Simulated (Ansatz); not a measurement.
Consider the ligand exchange at a Ge–C bond: `C=N[CH](O)[GeH3]` + `N[SiH](F)F` → `F[SiH](F)[NH][GeH3]` + `C=NCO`.

Gas-phase electronic energies from Ansatz, PBE0-D4/def2-TZVP geometries. CBS: MP2 limit from def2 TZ/QZ plus the TZ coupled-cluster correction, frozen cores. This one scheme is used for every species. DFT in def2-TZVPP. B3LYP here is the variant with VWN-RPA as its local correlation; programs differ in this. For Ge outer-core shells are correlated without core-valence functions, which leaves a few kJ/mol of doubt a bond. Scalar relativity is left out up to krypton. One conformer a species, not always the lowest.

`C=N[CH](O)[GeH3]`:

Z-matrix (Å, degrees):
```
C
N 1 1.430
Ge 1 2.001 2 108.2
O 1 1.405 2 110.4 3 120.8
H 1 1.099 2 112.9 3 -120.4
C 2 1.260 1 119.6 3 96.4
H 3 1.540 1 110.1 2 -58.7
H 3 1.537 1 108.8 2 -179.2
H 3 1.537 1 108.2 2 61.4
H 4 0.964 1 106.5 2 -37.8
H 6 1.098 2 123.4 1 2.0
H 6 1.089 2 119.2 1 -177.9
```

`N[SiH](F)F`:

```xyz
7

N    -0.550   -0.827    0.347
Si    0.252    0.524   -0.260
F    -0.152    1.776    0.626
F     1.838    0.457   -0.159
H    -0.679   -1.654   -0.211
H    -0.628   -1.014    1.333
H    -0.081    0.739   -1.675
```

`F[SiH](F)[NH][GeH3]`:

Cartesian coordinates in Å:
```
F -1.859 -1.449 -0.717
Si -1.339 0.052 -0.802
F -2.112 0.791 0.373
N 0.322 0.188 -0.564
Ge 1.281 -0.083 0.996
H -1.747 0.601 -2.105
H 0.880 0.363 -1.387
H 1.998 1.220 1.383
H 2.317 -1.193 0.762
H 0.259 -0.491 2.061
```

`C=NCO`:

```xyz
9

C     0.086    1.362    0.684
N     0.391    0.145    0.610
C    -0.311   -0.676   -0.344
O     0.592   -1.430   -1.098
H     0.594    1.998    1.409
H    -0.677    1.832    0.049
H    -0.903   -0.090   -1.060
H    -0.992   -1.321    0.231
H     1.219   -1.820   -0.481
```

```json
{"level": "PBE-D4", "ΔE (kcal/mol)": "-6.1", "difference from CCSD(T)/CBS": "2.6"}
{"level": "r2SCAN-D4", "ΔE (kcal/mol)": "-7.4", "difference from CCSD(T)/CBS": "1.3"}
{"level": "PBE0-D4", "ΔE (kcal/mol)": "-7.7", "difference from CCSD(T)/CBS": "1.0"}
{"level": "B3LYP-D4", "ΔE (kcal/mol)": "-8.2", "difference from CCSD(T)/CBS": "0.5"}
{"level": "ωB97X-V", "ΔE (kcal/mol)": "-9.2", "difference from CCSD(T)/CBS": "-0.5"}
{"level": "ωB97M-V", "ΔE (kcal/mol)": "-8.6", "difference from CCSD(T)/CBS": "0.1"}
{"level": "B2PLYP", "ΔE (kcal/mol)": "-9.1", "difference from CCSD(T)/CBS": "-0.4"}
{"level": "PBE", "ΔE (kcal/mol)": "-6.3", "difference from CCSD(T)/CBS": "2.4"}
{"level": "r2SCAN", "ΔE (kcal/mol)": "-7.5", "difference from CCSD(T)/CBS": "1.2"}
{"level": "PBE0", "ΔE (kcal/mol)": "-7.9", "difference from CCSD(T)/CBS": "0.8"}
{"level": "B3LYP", "ΔE (kcal/mol)": "-8.6", "difference from CCSD(T)/CBS": "0.1"}
{"level": "HF/def2-TZVPP", "ΔE (kcal/mol)": "-14.0", "difference from CCSD(T)/CBS": "-5.3"}
{"level": "MP2/def2-TZVPP", "ΔE (kcal/mol)": "-9.1", "difference from CCSD(T)/CBS": "-0.4"}
{"level": "SCS-MP2/def2-TZVPP", "ΔE (kcal/mol)": "-10.4", "difference from CCSD(T)/CBS": "-1.7"}
{"level": "CCSD/def2-TZVPP", "ΔE (kcal/mol)": "-10.1", "difference from CCSD(T)/CBS": "-1.4"}
{"level": "CCSD(T)/def2-TZVPP", "ΔE (kcal/mol)": "-9.5", "difference from CCSD(T)/CBS": "-0.8"}
{"level": "HF/def2-QZVPP", "ΔE (kcal/mol)": "-14.3", "difference from CCSD(T)/CBS": "-5.6"}
{"level": "MP2/def2-QZVPP", "ΔE (kcal/mol)": "-8.8", "difference from CCSD(T)/CBS": "-0.1"}
{"level": "SCS-MP2/def2-QZVPP", "ΔE (kcal/mol)": "-10.1", "difference from CCSD(T)/CBS": "-1.4"}
{"level": "HF/CBS(def2)", "ΔE (kcal/mol)": "-14.3", "difference from CCSD(T)/CBS": "-5.6"}
{"level": "MP2/CBS(def2)", "ΔE (kcal/mol)": "-8.3", "difference from CCSD(T)/CBS": "0.4"}
{"level": "CCSD/CBS(def2)", "ΔE (kcal/mol)": "-9.3", "difference from CCSD(T)/CBS": "-0.6"}
{"level": "CCSD(T)/CBS", "ΔE (kcal/mol)": "-8.7", "difference from CCSD(T)/CBS": "0"}
```

Largest T1 diagnostic among the species: 0.012.

In def2-TZVPP, CCSD(T) changes the Hartree–Fock value by +4.5 kcal/mol (the triples alone add +0.7 kcal/mol) and MP2 by +4.9 kcal/mol. From PBE to PBE0 (25 % exact exchange), in def2-TZVPP and without D4, ΔE moves by −1.6 kcal/mol.

CCSD(T)/CBS has its own doubt, a few kJ/mol and more with outer-core shells, so smaller differences from it don't rank the levels.
